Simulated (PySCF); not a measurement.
One molecule, a ladder of functionals, a line

Molecule: SMILES CN[SiH2]C, C2H9NSi.

Bonds (- single, = double, # triple, : aromatic): C1-N2 1.442 Å, N2-Si3 1.736 Å, Si3-C4 1.876 Å. C1 carries H5, H6, H7; N2 carries H8; Si3 carries H9, H10; C4 carries H11, H12, H13.

GIAO shieldings (ppm, equivalent atoms averaged) in PySCF 2.14.0 with density-fitted response routines on the PBE0-D3(BJ)/def2-SVP geometry, basis pcSseg-2, gas phase, non-relativistic:

| functional | exact exchange (%) | σ(C1) | σ(N2) | σ(Si3) |
| --- | --- | --- | --- | --- |
| BLYP | 0 | 142.7 | 231.3 | 345.6 |
| BP86 | 0 | 147.1 | 237.7 | 354.7 |
| PBE | 0 | 147.5 | 237.5 | 355.4 |
| B3LYP | 20 | 147.9 | 239.0 | 358.4 |
| PBE0 | 25 | 153.3 | 246.1 | 371.1 |
| BHandHLYP | 50 | 154.2 | 247.6 | 377.5 |
| HF | 100 | 163.1 | 258.8 | 412.9 |

(1) Fit each shielding as a line in the percentage of exact exchange.

(2) What does the line predict for mPW1PW91 (25 %), and what does the run give?

Answers

(1) σ(C1) = 146.0 + 0.17 x (rms 1.9 ppm); σ(N2) = 236.1 + 0.23 x (rms 2.6 ppm); σ(Si3) = 351.2 + 0.60 x (rms 4.2 ppm). The functionals also differ in their semilocal parts, which the line can't hold; Hartree–Fock has no correlation at all.

(2) σ(C1): 150.2 predicted, 152.5 computed; σ(N2): 241.8 predicted, 245.5 computed; σ(Si3): 366.2 predicted, 370.1 computed ppm.
